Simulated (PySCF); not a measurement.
**Identify the compound**

Molecular formula: C₆H₁₁FOSi. Simulated spectra:

$^{1}$H NMR (300 MHz, computed): δ 7.16 (m, 1H), 7.08 (m, 1H), 5.07 (m, 1H), 5.01 (m, 1H), 4.96 (t, 2H), 2.24 (t, 2H), 1.81 (s, 3H).

$^{13}$C{$^{1}$H} NMR (computed): δ 147.9 (C), 147.5 (CH), 142.0 (CH), 116.9 (CH2), 30.1 (CH2), 28.0 (CH3).

Computational details: geometry: GFN2-xTB, PBE0/pcSseg-1 with gauge-including orbitals, in PySCF (single conformer, rapidly exchanging positions averaged, no solvent model, non-relativistic).

δ = σ(ref) − σ, references computed at the same level: $^{1}$H, $^{13}$C against TMS.

Problem. Which of these isomers gave the spectra?
A. C=C(C)C[SiH2]O/C=C/F
B. CO[SiH2]C/C=C\C=C\F
C. C=C(C)[C@@]1(F)[SiH2][C@@H]1OC
D. CC(C)/C=C(\[SiH3])C(=O)F
E. C=C(C)[SiH2][C@H](F)C(C)=O
F. C[C@@H]1CC[C@@]1([SiH3])C(=O)F

Solution. A. 

1. Rings plus π bonds: 2 (no ring in the answer).
2. 6 carbon signals for 6 carbons: no two carbons are equivalent.
3. Carbon types of the structure: 1 × C, 2 × CH, 2 × CH2, 1 × CH3, leaving 2 H on heteroatoms.
4. δC 147.9: fully substituted alkene carbon; an sp2 carbon of a C=C bond.
5. δC 147.5: β carbon of an enol-ether or enamine type C=C.
6. δC 142.0: alkene carbon bearing oxygen; an sp2 carbon further deshielded by the attached heteroatom.
7. δC 116.9: terminal =CH2 carbon; an sp2 carbon of a C=C bond.
8. δH 5.07, 5.01: hydrogen on a terminal =CH2 carbon; olefinic region.

The others: CC(C)/C=C(\[SiH3])C(=O)F would give 5 carbon signals, not 6; C=C(C)[SiH2][C@H](F)C(C)=O has carbons computed at 215.9, 148.8, 139.1, 99.9, 31.8, 28.8, with a different DEPT pattern; CO[SiH2]C/C=C\C=C\F has carbons computed at 163.4, 131.2, 126.8, 115.8, 54.1, 20.2, with a different DEPT pattern; C[C@@H]1CC[C@@]1([SiH3])C(=O)F has carbons computed at 177.4, 37.8, 36.5, 27.4, 25.1, 21.4, with a different DEPT pattern; C=C(C)[C@@]1(F)[SiH2][C@@H]1OC has carbons computed at 161.9, 103.6, 90.3, 75.2, 64.3, 22.7, with a different DEPT pattern.

Splittings by $^{19}$F in the carbon and heteronuclear signals aren't shown, as no couplings were computed. Shifts are as computed. Against solution values, carbons near 30 ppm lie about +3 ppm off and those near 130 ppm about +5 ppm. Of 1211 compounds with measured shifts, 218 miss one by over three times the rms of a fit or turn the order of signals round; such compounds aren't used in these exercises. Multiplicities follow the n + 1 count of equivalent neighbours, as no J values were calculated; m marks all less simple cases, F and P coupling included.
